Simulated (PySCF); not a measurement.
How methods differ on the ionisation energy of Sn²⁺

Sn²⁺ [Kr] 4d10 5s2 (1S) → Sn³⁺ [Kr] 4d10 5s1 (2S), as a difference of total energies. Computed with PySCF 2.14 in aug-cc-pVDZ-PP with ECP28MDF (5s4p3d, 32 functions), with a scalar-relativistic core potential. Correlated levels: valence: 4s2 4p6 4d10 frozen. The calculations carry no spin-orbit coupling.

```json
{"method": "UHF", "ionisation energy (eV)": "28.553", "error (eV)": "-1.953"}
{"method": "r2SCAN", "ionisation energy (eV)": "30.474", "error (eV)": "-0.032"}
{"method": "BP86", "ionisation energy (eV)": "30.950", "error (eV)": "+0.444"}
{"method": "MP2 (valence)", "ionisation energy (eV)": "29.152", "error (eV)": "-1.354"}
{"method": "SCS-MP2 (valence)", "ionisation energy (eV)": "29.271", "error (eV)": "-1.235"}
{"method": "CCSD (valence)", "ionisation energy (eV)": "29.442", "error (eV)": "-1.064"}
```

Reference: 30.506 eV (measured; NIST Atomic Spectra Database, ionization energies).

Errors of the correlated levels include the incompleteness of this basis and the frozen core.

With two correlated electrons CCSD is exact in that space.
